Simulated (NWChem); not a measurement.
Everything below was run with NWChem. System: H3B, charge 0, spin multiplicity 1, at a geometry optimised with B3LYP/def2-SVP. The structure started from a generated list of species. Level: TD-PBE/6-31G* (spherical d).

Part of the output:

```
             Northwest Computational Chemistry Package (NWChem) 7.3.0
             --------------------------------------------------------

                                NWChem Input Module
                                -------------------

 Scaling coordinates for geometry "geometry" by  1.889725989
 (inverse scale =  0.529177249)

                             Geometry "geometry" -> ""
                             -------------------------

 Output coordinates in angstroms (scale by  1.889725989 to convert to a.u.)

  No.       Tag          Charge          X              Y              Z
 ---- ---------------- ---------- -------------- -------------- --------------
    1 B                    5.0000     0.00000000     0.00000000     0.00000000
    2 H                    1.0000     0.00000000     0.00000000     1.20439200
    3 H                    1.0000    -1.04303300     0.00000000    -0.60219500
    4 H                    1.0000     1.04303300     0.00000000    -0.60219500

 Effective nuclear repulsion energy (a.u.)       7.3516160856

            Nuclear Dipole moment (a.u.)
            ----------------------------
        X                 Y               Z
 ---------------- ---------------- ----------------
     0.0000000000     0.0000000000     0.0000037795


 Summary of "ao basis" -> "" (spherical)
 ------------------------------------------------------------------------------
       Tag                 Description            Shells   Functions and Types
 ---------------- ------------------------------  ------  ---------------------
 *                           6-31g*                   on all atoms

  pbe96 is a nonlocal functional; adding pw91lda local functional.

                                 NWChem DFT Module
                                 -----------------

 Summary of "ao basis" -> "ao basis" (spherical)
 ------------------------------------------------------------------------------
       Tag                 Description            Shells   Functions and Types
 ---------------- ------------------------------  ------  ---------------------
 B                           6-31g*                  6       14   3s2p1d
 H                           6-31g*                  2        2   2s

 Summary of "ao basis" -> "ao basis" (spherical)
 ------------------------------------------------------------------------------
       Tag                 Description            Shells   Functions and Types
[...]
     Total Oscillator Strength                     0.0000004802

          sigma_e =   1.8380 Angstrom
          sigma_h =   1.2879 Angstrom
         |d_h->e| =   0.0000 Angstrom
            d_exc =   2.3520 Angstrom
            d_CD1 =   0.5501 Angstrom
            d_CD2 =  -1.5629 Angstrom
            d_CD3 =   2.3520 Angstrom
     Pearson C.C. =  -0.1046

     Occ.    2  a   ---  Virt.    6  a   -0.21157 X
     Occ.    3  a   ---  Virt.    8  a    0.68362 X
     Occ.    3  a   ---  Virt.    9  a    0.09905 X
     Occ.    4  a   ---  Virt.    7  a    0.68363 X
     Occ.    4  a   ---  Virt.   10  a    0.09905 X
  ----------------------------------------------------------------------------
  Root   8 singlet a              0.521037416 a.u.               14.1782 eV
  ----------------------------------------------------------------------------
     Transition Moments    X  0.00022   Y -0.00000   Z  1.93602
     Transition Moments   XX -1.30400  XY  0.00000  XZ -0.00015
     Transition Moments   YY  0.00000  YZ -0.00000  ZZ  1.30400
     Dipole Oscillator Strength                    1.3019629605
     Electric Quadrupole                           0.0000012808
     Magnetic Dipole                               0.0000000000
     Total Oscillator Strength                     1.3019642414

          sigma_e =   1.8486 Angstrom
          sigma_h =   1.2912 Angstrom
         |d_h->e| =   0.2852 Angstrom
            d_exc =   2.1627 Angstrom
            d_CD1 =   0.8426 Angstrom
            d_CD2 =  -1.2847 Angstrom
            d_CD3 =   2.4479 Angstrom
     Pearson C.C. =   0.1023

     Occ.    3  a   ---  Virt.    8  a   -0.63711 X
     Occ.    4  a   ---  Virt.    6  a    0.42198 X
     Occ.    4  a   ---  Virt.    7  a    0.63710 X
     Occ.    4  a   ---  Virt.   12  a   -0.06211 X
  ----------------------------------------------------------------------------
  Root   9 singlet a              0.521037668 a.u.               14.1782 eV
  ----------------------------------------------------------------------------
     Transition Moments    X  1.93602   Y  0.00000   Z -0.00022
     Transition Moments   XX  0.00015  XY  0.00000  XZ -1.30399
     Transition Moments   YY -0.00000  YZ -0.00000  ZZ -0.00015
     Dipole Oscillator Strength                    1.3019632071
     Electric Quadrupole                           0.0000012808
     Magnetic Dipole                               0.0000000000
     Total Oscillator Strength                     1.3019644879

          sigma_e =   1.8486 Angstrom
          sigma_h =   1.2912 Angstrom
         |d_h->e| =   0.2852 Angstrom
            d_exc =   2.1627 Angstrom
            d_CD1 =   0.8426 Angstrom
            d_CD2 =  -1.2847 Angstrom
            d_CD3 =   2.4479 Angstrom
     Pearson C.C. =   0.1023

     Occ.    3  a   ---  Virt.    6  a    0.42197 X
     Occ.    3  a   ---  Virt.    7  a   -0.63711 X
     Occ.    3  a   ---  Virt.   12  a   -0.06211 X
     Occ.    4  a   ---  Virt.    8  a   -0.63710 X
  ----------------------------------------------------------------------------
  Root  10 singlet a              0.613832243 a.u.               16.7032 eV
  ----------------------------------------------------------------------------
     Transition Moments    X  0.00000   Y  0.00000   Z -0.00000
     Transition Moments   XX  1.35766  XY  0.00000  XZ -0.00000
     Transition Moments   YY -1.08602  YZ  0.00000  ZZ  1.35767
     Dipole Oscillator Strength                    0.0000000000
     Electric Quadrupole                           0.0000024516
     Magnetic Dipole                               0.0000000000
     Total Oscillator Strength                     0.0000024516

          sigma_e =   1.8374 Angstrom
          sigma_h =   1.2011 Angstrom
         |d_h->e| =   0.0000 Angstrom
            d_exc =   2.3133 Angstrom
            d_CD1 =   0.6363 Angstrom
            d_CD2 =  -1.5193 Angstrom
            d_CD3 =   2.3133 Angstrom
     Pearson C.C. =  -0.1207

     Occ.    2  a   ---  Virt.    6  a    0.92035 X
     Occ.    3  a   ---  Virt.    8  a    0.10437 X
     Occ.    3  a   ---  Virt.    9  a    0.25313 X
     Occ.    4  a   ---  Virt.    7  a    0.10437 X
     Occ.    4  a   ---  Virt.   10  a    0.25313 X

              Target root =      1
          Target symmetry = none
      Ground state energy =    -26.541529730918
        Excitation energy =      0.212138501045
     Excited state energy =    -26.329391229873

  stored tddft:energy   -26.329391229872762

 Task  times  cpu:        1.5s     wall:        1.5s

 Total times  cpu:        1.5s     wall:        1.5s
```

Problem. Write an NWChem input that would produce this output.

Solution. Several could match; the one computed here: 
```
start mol
memory heap 200 mb stack 900 mb global 1100 mb
geometry units angstroms nocenter noautoz noautosym
  B      0.000000     0.000000    -0.000000
  H      0.000000     0.000000     1.204392
  H     -1.043033     0.000000    -0.602195
  H      1.043033     0.000000    -0.602195
end
basis spherical
  * library 6-31g*
end
dft
  xc xpbe96 cpbe96
  semidirect memsize 60000000 filesize 0
  iterations 100
end
tddft
  rpa
  nroots 10
  notriplet
end
task tddft energy
```
